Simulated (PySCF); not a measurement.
## Telling isomers of C8H7F3O apart by NMR

PySCF 2.14.0 with density-fitted response routines calculation with shielding tensors at PBE0/pcSseg-1 (GIAO) and geometry from GFN2-xTB; single conformer, relativity neglected, one averaged value for each set of equivalent atoms, isolated molecule.

Scale: ¹H (31.72 ppm) and ¹³C (186.93 ppm) vs TMS (reference shieldings calculated alike). Splittings of carbon signals by F and P are missing where no couplings were computed. Where no couplings were computed, multiplicities follow the n + 1 count of equivalent neighbours, and m marks all less simple cases (inequivalent or close neighbours, rings, F or P nearby). Shifts are as computed. Against solution values, carbons near 30 ppm lie about +3 ppm off and those near 130 ppm about +5 ppm. Of 1211 compounds with measured shifts, 218 miss one by over three times the rms of a fit or turn the order of signals round; such compounds aren't used in these exercises.

(1) Tabulate the signals of `O=C1C=C[C@H](C(F)=C(F)F)CC1`, `C=C1C=C(C(F)(F)F)/C1=C\OC`, `Cc1cccc(OC(F)(F)F)c1` and their relative energies.

(2) What is the quickest way to tell C=C1C=C(C(F)(F)F)/C1=C\OC from Cc1cccc(OC(F)(F)F)c1?

(3) What is the quickest way to tell O=C1C=C[C@H](C(F)=C(F)F)CC1 from C=C1C=C(C(F)(F)F)/C1=C\OC?

(4) What is the quickest way to tell O=C1C=C[C@H](C(F)=C(F)F)CC1 from Cc1cccc(OC(F)(F)F)c1?

Answers

(1) 
```json
{"SMILES": "O=C1C=C[C@H](C(F)=C(F)F)CC1", "carbon types": "3×C 3×CH 2×CH2", "δC": "199.6, 166.6, 157.8, 140.8, 139.4, 41.2, 40.5, 31.2", "δH": "7.13 (m, 1H), 6.35 (d, 1H), 3.44 (m, 1H), 2.62 (m, 1H), 2.43 (m, 1H), 2.40 (m, 1H), 2.02 (m, 1H)", "E rel. (kcal/mol)": "45.2"}
{"SMILES": "C=C1C=C(C(F)(F)F)/C1=C\\OC", "carbon types": "4×C 2×CH 1×CH2 1×CH3", "δC": "152.4, 151.0, 145.6, 140.2, 129.9, 121.5, 105.3, 60.8", "δH": "6.92 (m, 1H), 6.19 (s, 1H), 5.25 (m, 1H), 5.11 (m, 1H), 3.87 (s, 3H)", "E rel. (kcal/mol)": "76.0"}
{"SMILES": "Cc1cccc(OC(F)(F)F)c1", "carbon types": "3×C 4×CH 1×CH3", "δC": "158.3, 146.5, 135.4, 131.1, 130.1, 124.0, 117.7, 23.9", "δH": "7.62 (m, 1H), 7.46 (d, 1H), 7.33 (d, 1H), 7.28 (s, 1H), 2.57 (s, 3H)", "E rel. (kcal/mol)": "0.0"}
```

Energies are electronic energies at PBE0/pcSseg-1 on these geometries, without zero-point or thermal terms, each for the one conformer computed, which needn't be the lowest.

(2) Both give the same number of carbon signals, but DEPT or the intensities differ. The first has a terminal =CH2 carbon at 105.3 ppm, the second a methyl carbon on an aromatic ring (CH3) at 23.9 ppm. Their most deshielded carbons lie at 152.4 and 158.3 ppm. In the proton spectra the most deshielded non-exchanging signals are 6.92 (m, 1H) and 7.62 (m, 1H).

(3) Both give the same number of carbon signals, but DEPT or the intensities differ. The first has an sp3 CH2 α to a carbonyl at 41.2 ppm, the second a terminal =CH2 carbon at 105.3 ppm. Their most deshielded carbons lie at 199.6 and 152.4 ppm.

(4) Both give the same number of carbon signals, but DEPT or the intensities differ. The first has an sp3 CH2 α to a carbonyl at 41.2 ppm, the second a methyl carbon on an aromatic ring (CH3) at 23.9 ppm. Their most deshielded carbons lie at 199.6 and 158.3 ppm. In the proton spectra the most deshielded non-exchanging signals are 7.13 (m, 1H) and 7.62 (m, 1H).
